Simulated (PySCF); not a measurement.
## Input and output

[Tl(OH)4]− (singlet). PySCF 2.14.0, RKS CAM-B3LYP, Tl def2-SVP with ECP60, O def2-SVP, H def2-SVP; non-relativistic Hamiltonian with scalar-relativistic core potentials where named; density fitting; no spin-orbit coupling. Purpose: singlet excitations, Tamm-Dancoff CAM-B3LYP.

```python
mol = gto.M(atom='''
Tl    -0.00000     0.00000     0.33858
O      2.17226    -0.36543     0.33606
H      2.45176     0.57247     0.33380
O      0.36543     2.17226     0.33606
H     -0.57247     2.45176     0.33380
O     -2.17226     0.36543     0.33606
H     -2.45176    -0.57247     0.33380
O     -0.36543    -2.17226     0.33606
H      0.57247    -2.45176     0.33380''',
    basis={'Tl': 'def2-SVP', 'O': 'def2-SVP', 'H': 'def2-SVP'},
    ecp={'Tl': 'def2-SVP'},
    charge=-1, spin=0)
mf = dft.RKS(mol, xc='CAMB3LYP')
mf.grids.atom_grid = (50, 194)
mf = mf.density_fit()  # fitting sets: Tl def2-universal-JKFIT, O def2-universal-JKFIT, H def2-universal-JKFIT
mf.conv_tol = 1e-08; mf.max_cycle = 55
mf.kernel(dm0)  # dm0: converged density of the relaxed state
td = mf.TDA(); td.nstates = 8; td.kernel()
```

Run from Python with OMP_NUM_THREADS=2; the lines above give its settings. Where DIIS fails, smearing, a level shift and second-order steps follow.
It took 45 s on 2 threads of Arm Neoverse V1, on a shared host, from an already converged density.

Where do the frontier levels lie, over both spins?

HOMO -2.99 eV, LUMO 4.05 eV. 

What are the Mulliken charges and spins?


```csv
atom,charge (e),spin (e)
Tl1,0.496,0.000
O2,-0.530,0.000
H3,0.156,0.000
O4,-0.530,0.000
H5,0.156,0.000
O6,-0.530,0.000
H7,0.156,0.000
O8,-0.530,0.000
H9,0.156,0.000
```

Which singlet excitations follow (Tamm-Dancoff, 8 states)?


```json
{"state": "1", "eV": "4.29", "oscillator strength": "0.0000"}
{"state": "2", "eV": "4.33", "oscillator strength": "0.0000"}
{"state": "3", "eV": "4.33", "oscillator strength": "0.0000"}
{"state": "4", "eV": "4.57", "oscillator strength": "0.0000"}
{"state": "5", "eV": "4.73", "oscillator strength": "0.0000"}
{"state": "6", "eV": "5.25", "oscillator strength": "0.0579"}
{"state": "7", "eV": "5.63", "oscillator strength": "0.0478"}
{"state": "8", "eV": "5.63", "oscillator strength": "0.0478"}
```
For an anion in a basis without diffuse functions, states above the detachment energy aren't bound: they are resonances at best, or continuum confined by the basis.

The geometry was relaxed with TPSS (Tl def2-SVP with ECP60, O def2-SVP, H def2-SVP).
